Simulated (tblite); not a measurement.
Species: C₅H₁₂NP.
Structure used (GFN2-xTB), in Å, numbered top down from 1:
```xyz
19
C5H12NP angstrom
C      2.3963   -0.6738    1.0247
N      1.1031   -0.7526    0.3583
P     -0.2295   -0.0952    1.2531
C     -0.0782    1.6606    0.5959
C     -0.7750    1.2817   -0.7154
C     -1.4469    0.0047   -0.1925
C     -1.5824   -1.1547   -1.1583
H      3.1757   -0.9421    0.3094
H      2.4876   -1.3253    1.9004
H      2.5610    0.3539    1.3470
H      0.8987   -1.7250    0.1358
H     -0.6721    2.3443    1.2030
H      0.9337    2.0503    0.5021
H     -0.0402    1.0317   -1.4789
H     -1.4561    2.0341   -1.1181
H     -2.4245    0.2415    0.2418
H     -2.2784   -0.8934   -1.9551
H     -1.9608   -2.0405   -0.6496
H     -0.6218   -1.3910   -1.6110
```

Computed values, GFN2-xTB/tblite, gas phase, harmonic and unscaled. Errors from tens to a few hundred cm⁻¹ against measured bands are possible. One conformer, not necessarily the lowest.

Harmonic wavenumbers (cm⁻¹): 89.7, 114.6, 147.3, 166.7, 210.2, 249.4, 297.8, 322.1, 423.3, 534.7, 640.0, 695.1, 696.4, 770.2, 797.5, 891.5, 930.2, 984.9, 1016.0, 1026.9, 1061.8, 1090.2, 1113.5, 1137.2, 1144.8, 1156.7, 1202.2, 1220.0, 1263.8, 1315.7, 1318.5, 1402.1, 1416.7, 1433.1, 1479.3, 1487.8, 1493.4, 1495.2, 1502.6, 2916.2, 2919.6, 2956.8, 2981.6, 2985.9, 2992.5, 3002.7, 3010.8, 3013.4, 3014.9, 3031.4, 3313.9.

A = 3159, B = 1762, C = 1446 MHz; mass 117.071 u (most abundant isotopes); point group C1, symmetry number 1.

Task: Zero-point energy?

Result: ½Σν̃ = 35939 cm⁻¹ = 102.76 kcal/mol.

Task: Give the ideal-gas entropy at 350 K and 1 bar in the rigid-rotor, harmonic-oscillator model (classical rotation).

Result: Translation 41.01, rotation 28.56, vibration 27.24: S = 96.8 cal/(mol K).

Task: And Cp and H(350 K) − H(0)?

Result: Cp = 39.41 cal/(mol K), of which vibrations give 31.46 (their classical limit is 51 R = 101.3); H(350 K) − H(0) = 8.08 kcal/mol without the zero-point energy, 5.30 from vibrations.

Task: Which modes carry the vibrational entropy at 350 K?

Result: 89.7 cm⁻¹: 3.98; 114.6 cm⁻¹: 3.50; 147.3 cm⁻¹: 3.01; 166.7 cm⁻¹: 2.78; 210.2 cm⁻¹: 2.34; 249.4 cm⁻¹: 2.02 cal/(mol K); the other 45 give 9.60 together.

Task: How do the functions run with temperature in this model?

Result: 
| T (K) | S (cal/(mol K)) | Cp (cal/(mol K)) | H − H(0) (kcal/mol) | G − H(0) (kcal/mol) | ln q(vib) |
| --- | --- | --- | --- | --- | --- |
| 100 | 64.9 | 16.8 | 1.15 | -5.34 | 0.86 |
| 200 | 79.2 | 25.2 | 3.26 | -12.58 | 2.87 |
| 300 | 91.1 | 34.5 | 6.24 | -21.10 | 5.00 |
| 500 | 113.2 | 52.8 | 15.04 | -41.56 | 9.39 |
| 800 | 142.4 | 71.3 | 33.90 | -80.03 | 16.02 |
| 1000 | 159.2 | 79.5 | 49.02 | -110.23 | 20.26 |

q(vib) and H(0) count from the zero-point level.

Task: What must be added to the electronic energy to get the Gibbs energy at 350 K and 1 bar?

Result: ZPE + [H(350 K) − H(0)] − T·S = 102.76 + 8.08 − 33.88 = 76.96 kcal/mol.

Hindered rotation and anharmonicity are outside this model. Other conformers, if any are populated, would add a mixing term that is left out. The structure is chiral; the term R ln 2 for an equal mix with its mirror image is left out.
